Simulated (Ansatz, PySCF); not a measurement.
FOS, SMILES O=[S]F (connectivity only; charge and spin as stated), charge -1, multiplicity 1. Atoms are numbered in the order given.

```xyz
3

O      0.5940    -1.2127     0.0000
S     -0.4916    -0.1522     0.0000
F      0.3402     1.3672     0.0000
```
Charge -1, spin multiplicity 1.

The structure is a stationary point at PBE0-D3(BJ)/def2-TZVPD. The spin state was assumed, not searched. The isomer is the one that the SMILES or the coordinates give; other isomers of the formula were not compared.

Two levels are set side by side: PBE-D3(BJ)/def2-TZVPD (Ansatz, a first-principles code) and PBE0-D3(BJ)/def2-TZVPD (Ansatz). Each level has its own optimised geometry; the coordinates shown are those of the second. Frequencies come from the Hessian of PySCF at each geometry. Differences are taken from unrounded values.

```tsv
quantity	PBE0-D3(BJ)
mean bond length (Å)	1.625
bond O1–S2 (Å)	1.518
bond S2–F3 (Å)	1.732
highest harmonic wavenumber (cm⁻¹)	1055
mean harmonic wavenumber (cm⁻¹)	652
zero-point energy (kcal/mol)	2.80
```

Question: What does PBE-D3(BJ) give, and how far is it from PBE0-D3(BJ)? (The exact figures need the calculation; the answer reports its results.)

Answer: 
| quantity | PBE-D3(BJ) | PBE-D3(BJ) minus PBE0-D3(BJ) |
|---|---|---|
| mean bond length (Å) | 1.665 | 0.040 |
| bond O1–S2 (Å) | 1.540 | 0.023 |
| bond S2–F3 (Å) | 1.790 | 0.058 |
| highest harmonic wavenumber (cm⁻¹) | 987 | -68 |
| mean harmonic wavenumber (cm⁻¹) | 595 | -57 |
| zero-point energy (kcal/mol) | 2.55 | -0.24 |

GGA bonds tend to be longer and softer than those of functionals with exact exchange. Differences between two approximate levels are no errors against the true value.
